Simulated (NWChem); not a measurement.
Molecule: C₃H₆BF; SMILES C(C=C)BF

```xyz
11

B     -0.4212     1.2333    -0.1794
C      0.1982    -0.0072     0.5494
C     -0.3754    -1.3255     0.1377
C      0.3147    -2.3426    -0.3812
H     -0.0450     0.1848     1.6181
H      1.2985     0.0071     0.4841
H     -1.4605    -1.4369     0.2613
H      1.3980    -2.2845    -0.5304
H     -0.1785    -3.2724    -0.6760
F      0.3074     2.3279    -0.3400
H     -1.5656     1.2800    -0.5780
```
Atoms are numbered in this order, from 1.

Level: PBE0/def2-SVP (NWChem), optimised geometry, unscaled harmonic frequencies. 

Q: List the harmonic frequencies with IR intensities, and the thermochemistry.

A: 
```tsv
frequency (cm⁻¹)	IR intensity (km/mol)
52	0.8
109	0.1
221	0.9
381	1.3
444	10.1
573	0.4
638	20.8
922	15.1
935	26.7
963	55.0
984	14.4
1032	9.8
1089	12.6
1116	23.8
1198	21.4
1200	24.5
1312	3.3
1384	15.0
1399	303.7
1437	29.2
1742	23.3
2616	155.0
2993	15.0
3113	4.6
3156	9.9
3167	5.0
3262	7.2
```

* **zero-point energy**: 53.5 kcal/mol
* **thermal correction to the enthalpy at 298.15 K (with zero-point energy)**: 57.9 kcal/mol
* **heat capacity Cv**: 20.1 cal/(mol K)
* **entropy at 298.15 K and 1 atm (symmetry number 1)**: 78.0 cal/(mol K)
* **dipole moment**: 0.88 D

Rigid rotor and harmonic oscillator; modes under 100 cm⁻¹ make the entropy uncertain.
